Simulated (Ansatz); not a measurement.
Relaxation of Cl4FHZr (7 atoms, charge 0, multiplicity 1), to a largest force component of 0.03 eV/Å in at most 50 steps.

Level of theory: RKS BHLYP-D4/def2-SVP (Ansatz 0.2.0).

```xyz
7
Properties=species:S:1:pos:R:3
Zr 0.163 0.000 -0.162
F 0.039 0.000 1.778
Cl 2.417 0.000 -0.724
Cl -0.775 1.924 -1.072
Cl -0.775 -1.924 -1.072
Cl -3.073 0.000 1.666
H -1.981 0.000 2.422
```

Where does it end, and by what steps?

It converged. After 8 steps the energy has fallen by 0.132 eV; Cl6 moved furthest, 0.48 Å. Joined: Zr1–Cl6 (3.72 → 3.08 Å).

```csv
step,energy less start (eV),largest force component (eV/Å),accepted
0,0.0000,1.172,yes
1,-0.0682,0.701,yes
2,-0.1022,0.652,yes
3,-0.0267,1.672,no
4,-0.1097,0.924,yes
5,-0.1297,0.132,yes
6,-0.1314,0.061,yes
7,-0.1319,0.053,yes
8,-0.1321,0.017,yes
```

```xyz
7
Properties=species:S:1:pos:R:3
Zr 0.027 0.000 -0.057
F 0.196 0.000 1.836
Cl 2.258 0.000 -0.725
Cl -0.828 1.964 -1.003
Cl -0.828 -1.964 -1.003
Cl -2.724 0.000 1.338
H -2.085 -0.001 2.451
```

Whether the end is a true minimum wasn't checked by a vibrational analysis.

The run took 25 s on 4 threads of Arm Neoverse V2, with other jobs on the host, peak memory 0.34 GiB.
